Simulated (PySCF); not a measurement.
Computed properties of ReO₂Br₃, SMILES [O]=[Re](=[O])([Br])([Br])[Br], multiplicity 1

ReO2Br3, SMILES [O]=[Re](=[O])([Br])([Br])[Br], multiplicity 1. Geometry optimised at B3LYP-D3(BJ)/def2-SVP. The spin state was assumed, not searched. The def2 effective core potentials stand for the cores of Re; spin–orbit coupling is left out. Other conformers were not sampled. All values are computed for the isolated molecule unless a solvent is named; none is compared with measurement here.

**Structure.** The optimised structure has C2v symmetry. All 12 harmonic modes at B3LYP-D3(BJ)/def2-SVP (PySCF) are real, so it is a minimum. With heavy atoms numbered as in [Re:1](=[O:2])(=[O:3])([Br:4])([Br:5])[Br:6], the shortest bond between them is Re1–O2 at 1.692 Å and the longest Re1–Br4 at 2.510 Å.

**Vibrations.** The strongest infrared lines (harmonic, unscaled, degenerate partners summed) lie at 220 cm⁻¹ (118 km/mol, Re 45 %, Br 33 %, O 22 %), 995 cm⁻¹ (89 km/mol, O 89 %, Re 11 %), 1032 cm⁻¹ (77 km/mol, O 95 %). The softest mode is at 28 cm⁻¹ and the zero-point energy is 5.6 kcal/mol.

**Electronic structure.** PBE0/def2-TZVP (PySCF) places the frontier levels at -8.14 and -5.35 eV, a gap of 2.79 eV, and gives a dipole moment of 0.08 D and a mean polarisability of 115.8 bohr³. PBE/def2-TZVP (PySCF) at the same geometry gives -6.90 and -5.85 eV, so its gap is 1.74 eV narrower. An orbital gap is neither the optical nor the fundamental gap.

**Excitations.** TDA-PBE0/def2-SVPD (PySCF) has S1 at 1.72 eV (721 nm, f = 0.008, weak); the most intense of the 6 singlets computed lies at 2.48 eV (f = 0.04). T1 (TDA) is at 1.20 eV, 0.52 eV under S1. TDA-PBE/def2-SVPD (PySCF) puts S1 at 1.37 eV.
